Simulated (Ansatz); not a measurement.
Relaxation of C4H9BN2 (16 atoms, charge 0, multiplicity 1), to a largest force component of 0.015 eV/Å in at most 40 steps.

Level of theory: Ansatz 0.2.0, RKS B3LYP-D4/cc-pVDZ.

```xyz
16
Properties=species:S:1:pos:R:3
C 0.640 -1.268 0.486
C -0.314 -0.111 -0.093
C 0.182 0.343 -1.482
N -1.612 -0.587 -0.244
B -0.313 1.148 0.893
C 0.984 1.912 1.269
N 1.989 2.455 1.544
H 0.274 -1.529 1.470
H 1.647 -0.857 0.611
H 0.584 -2.106 -0.175
H 0.207 -0.513 -2.158
H 1.273 0.736 -1.377
H -0.482 1.166 -1.908
H -1.722 -1.400 -0.882
H -2.035 -0.971 0.684
H -1.325 1.560 1.406
```

Task: Where does it end, and by what steps?

Result: It converged. After 19 steps the energy has fallen by 0.466 eV; H16 moved furthest, 0.63 Å.

```
step  energy less start (eV)  largest force component (eV/Å)  accepted
   0                  0.0000                           4.305       yes
   1                 -0.3807                           1.594       yes
   2                 -0.4458                           0.447       yes
   3                 -0.4545                           0.129       yes
   4                 -0.4544                           0.396        no
   5                 -0.4562                           0.066       yes
   6                 -0.4563                           0.063       yes
   7                 -0.4568                           0.037       yes
   8                 -0.4575                           0.036       yes
   9                 -0.4580                           0.053       yes
  10                 -0.4587                           0.201       yes
  11                 -0.4573                           0.317        no
  12                 -0.4620                           0.084       yes
  13                 -0.4638                           0.067       yes
  14                 -0.4615                           0.251        no
  15                 -0.4649                           0.077       yes
  16                 -0.4654                           0.086       yes
  17                 -0.4656                           0.054       yes
  18                 -0.4655                           0.048        no
  19                 -0.4657                           0.009       yes
```

```xyz
16
Properties=species:S:1:pos:R:3
C 0.571 -1.211 0.526
C -0.319 -0.087 -0.097
C 0.275 0.342 -1.447
N -1.710 -0.516 -0.324
B -0.280 1.036 0.999
C 0.935 1.972 1.116
N 1.864 2.672 1.196
H 0.184 -1.547 1.503
H 1.621 -0.901 0.657
H 0.557 -2.082 -0.154
H 0.293 -0.516 -2.142
H 1.306 0.712 -1.340
H -0.338 1.132 -1.907
H -1.713 -1.341 -0.932
H -2.127 -0.826 0.557
H -1.142 1.139 1.832
```

Run time: 2.1 min on 2 threads of Arm Neoverse V1 (shared host), peak memory 0.4 GiB.
